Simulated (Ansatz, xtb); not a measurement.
Isomers of AlB2FH4 in order of energy

3 gas-phase structures of AlB2FH4, found in a search over its isomers (lower ones may exist). Each was relaxed with GFN2-xTB:

A. a singlet given by its coordinates
B. `[BH2][Al]([BH2])[F]`, a singlet
C. a singlet given by its coordinates

A (Å):

```xyz
8

Al   -0.4824    0.6184    0.1597
B     0.0498   -1.2419   -0.6606
B     0.8752   -0.8785    0.7342
F    -1.3000    2.0637    0.2630
H     1.9215   -0.3073    0.7507
H     0.4409   -0.9592   -1.7506
H     0.4995   -1.1869    1.8226
H    -0.9817   -1.8389   -0.6799
```

Close contacts (Å): Al1–B2 2.10, Al1–B3 2.10, Al1–F4 1.66, B2–B3 1.66, B2–H6 1.19, B2–H8 1.19, B3–H5 1.19, B3–H7 1.19.

C (Å):

```tsv
atom	x (Å)	y (Å)	z (Å)
Al	0.6397	-0.7562	-2.9600
B	1.1211	-0.2488	-0.8140
B	2.1505	0.2900	-1.8317
F	-0.5583	0.1396	-3.6777
H	0.1066	0.3192	-0.5725
H	1.2283	-1.2966	-0.2738
H	3.0604	0.8599	-2.2818
H	0.6652	-2.1566	-3.6247
```

Close contacts (Å): Al1–B2 2.26, Al1–B3 2.16, Al1–F4 1.66, B2–B3 1.54, Al1–H8 1.55, B2–H5 1.19, B2–H6 1.18, B3–H7 1.16.

Make a reasoned guess at their ranking by r2SCAN-D4/def2-SVP single-point energy.

Calculated order at r2SCAN-D4/def2-SVP: A (0.0), C (9.0), B (28.1) kcal/mol.

Energies above the lowest of each column, in kcal/mol:

```json
{"structure": "A", "GFN2-xTB": "0.0", "HF/STO-3G": "0.0", "r2SCAN-D4/def2-SVP": "0.0"}
{"structure": "C", "GFN2-xTB": "11.4", "HF/STO-3G": "9.4", "r2SCAN-D4/def2-SVP": "9.0"}
{"structure": "B", "GFN2-xTB": "36.4", "HF/STO-3G": "6.2", "r2SCAN-D4/def2-SVP": "28.1"}
```

Every level run on A puts it lowest or level with the lowest. Some further structures that were screened fall inside this span and aren't listed. Flexible structures stand in one conformer each, not always the lowest. Frequencies (PBE0-D3(BJ)/def2-SVP) were run for C alone.

Programs: Ansatz 0.2.0, xtb 6.7.1.
